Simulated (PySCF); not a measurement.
Below is a simulated gas-phase Cl 2p photoelectron spectrum of `C[BH-](Cl)Cl`.

Every computed line was given a Gaussian of 0.6 eV full width at half maximum and an area set by the number of equivalent atoms (split 2:1 within a doublet); the highest printed point is 100. Computed, not measured: PySCF, delta-SCF UKS SCAN, pcX-2 on the ionised atom, pcseg-1 elsewhere, spin-free X2C.

```tsv
binding energy (eV)	intensity
199.1	0
199.2	1
199.3	3
199.4	9
199.5	20
199.6	37
199.7	60
199.8	83
199.9	98
200.0	100
200.1	87
200.2	65
200.3	42
200.4	23
200.5	11
200.6	4
200.7	2
200.8	1
200.9	1
201.0	3
201.1	7
201.2	13
201.3	24
201.4	35
201.5	46
201.6	50
201.7	48
201.8	39
201.9	27
202.0	16
202.1	8
202.2	4
202.3	1
202.4	0
202.5	0
```

Question: How many maxima does the curve show, and how many computed lines lie under it?

Answer: The curve has 2 maxima (at 200.0 and 201.6 eV). Under it lie 2 lines from 1 inequivalent chlorine site, drawn as a 2p3/2, 2p1/2 pair.

Question: Decompose the envelope and assign each component. Numbering: `[CH3:1][BH-:2]([Cl:3])[Cl:4]`.

Answer: 
```csv
position (eV),relative area,line,atoms,environment
199.96,1.33,Cl 2p3/2,Cl3/Cl4,chlorine bonded to B
201.62,0.67,Cl 2p1/2,Cl3/Cl4,chlorine bonded to B
```

The curve has no shake-up lines and no vibrational structure. The first atom of each set that the bonding makes equivalent was ionised and stands for the set. The 2p values aren't plain energy differences: one relaxed spin-free 2p hole is combined with a matrix within the shell (ground-state 2p orbital-energy differences and spin–orbit coupling). 2p3/2, the mean of its two sublevels, lies a third of the splitting below the shell's mean and 2p1/2 two thirds above it; the statistical areas are 2:1. 2p1/2 minus 2p3/2 (ligand field included): Cl 1.65 eV. The species carries charge -1, so core ionisation leaves a neutral species. The basis sets have no added diffuse functions. Geometry: PBE0-D3(BJ)/def2-SVP; no solvent, vibrations or thermal averaging. The geometry's basis has no diffuse functions, a weakness for an anion.
